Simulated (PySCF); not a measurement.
These are PBE-D3(BJ)/def2-TZVP // B3LYP-D3(BJ)/def2-TZVP (PySCF 2.14.0) values and carry that method's errors. Isolated molecules, 0 K electronic values unless said otherwise. Excitations are Tamm–Dancoff values on a coarser integration grid. The basis has no diffuse functions, so Rydberg states are missing or too high.

Reference species (SMILES): `Br[Si](Br)(Br)Br` (neutral, multiplicity 1).

| Item | Value |
|---|---|
| S1 excitation (TDA) | 4.86 eV |
| HOMO | -7.41 eV |
| S1 oscillator strength | 0.000 |

Changed species: `Cl[Si](Br)(Br)Br` (3 of 4 Cl replaced by Br; the reference has 4 of 4 Cl replaced by Br).

Task: What does the change do to the S1 excitation (TDA), HOMO and S1 oscillator strength?

Result: the S1 excitation (TDA) rises by 0.21 eV, to 5.07 eV; the HOMO stays essentially unchanged; the S1 oscillator strength is nearly the same.
